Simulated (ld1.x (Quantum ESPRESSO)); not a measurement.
# An all-electron radial function and its pseudo partner (Ru)

Columns: radius, all-electron u(r) and pseudo u(r) of the 4d shell (level -5.20 eV) of ruthenium in the configuration [Ar] 3d10 4s2 4p6 4d7 5s1 5p0; PBE, scalar-relativistic, ultrasoft scheme, ld1.x (Quantum ESPRESSO) 7.5.

```
r (bohr)  all-electron   pseudo
   0.135        0.2518  -0.0034
   0.270        0.3823  -0.0260
   0.405        0.1779  -0.0813
   0.540       -0.1306  -0.1734
   0.675       -0.4065  -0.2957
   0.810       -0.6073  -0.4326
   0.945       -0.7314  -0.5640
   1.080       -0.7929  -0.6708
   1.215       -0.8096  -0.7400
   1.350       -0.7967  -0.7676
   1.485       -0.7658  -0.7588
   1.620       -0.7248  -0.7250
   1.755       -0.6789  -0.6793
   1.890       -0.6315  -0.6315
   2.025       -0.5846  -0.5846
   2.160       -0.5394  -0.5394
   2.295       -0.4967  -0.4967
   2.430       -0.4566  -0.4566
   2.565       -0.4193  -0.4193
   2.700       -0.3847  -0.3847
   2.835       -0.3529  -0.3529
   2.970       -0.3235  -0.3235
   3.105       -0.2966  -0.2966
   3.240       -0.2718  -0.2718
   3.375       -0.2490  -0.2490
   3.510       -0.2282  -0.2282
```

Task: How many radial nodes do the two functions have?

Result: The all-electron 4d function has n − l − 1 = 1; the pseudo-wave has 0, since the states of the same l below it are removed with the core.

Task: At about which radius was the pseudo-wave matched?

Result: 1.90 bohr. The columns agree to 0.0005 from 1.62 bohr on; several derivatives are matched, so the curves merge somewhat inside the radius.

Task: Is the pseudo-wave norm-conserving?

Result: No, it belongs to an ultrasoft set: the norm inside the radius is not constrained, and the difference is carried by the augmentation charge.
